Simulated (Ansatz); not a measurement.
Cartesian coordinates in Å:
```
C 0.2044 1.6278 -0.3712
S 0.9475 -0.0002 -0.2417
C 0.6825 -0.3424 1.4996
Ga -0.8576 -1.3833 -1.2390
H 0.7747 2.3458 0.2184
H -0.8346 1.5906 -0.0418
H 0.2395 1.9107 -1.4230
H -0.3809 -0.2822 1.7340
H 1.2559 0.3573 2.1081
H 1.0355 -1.3571 1.6819
H -2.0079 -0.7911 -0.3198
H -0.7657 -0.8643 -2.7255
H -0.2933 -2.8115 -0.8800
```

The species carries charge 0 and has multiplicity 1.

Q: List the B3LYP/def2-TZVPP orbital energies in eV (Ansatz). (Best estimate.)

A: Computed: Occupied: -10136.53, -2419.10, -1248.33, -1105.56, -1105.48, -1105.48, -278.12, -278.12, -217.07, -161.63, -161.54, -161.42, -148.35, -101.76, -101.55, -101.54, -23.04, -21.58, -21.46, -21.46, -21.36, -21.36, -20.11, -17.32, -13.30, -12.96, -12.52, -12.02, -11.57, -10.93, -9.61, -7.63, -7.51, -7.44. Lowest empty: -0.05, 0.06, 0.74, 1.02, 1.69, 2.03, 2.03, 2.30.

B3LYP here is the variant with VWN-RPA as its local correlation; programs differ in this.
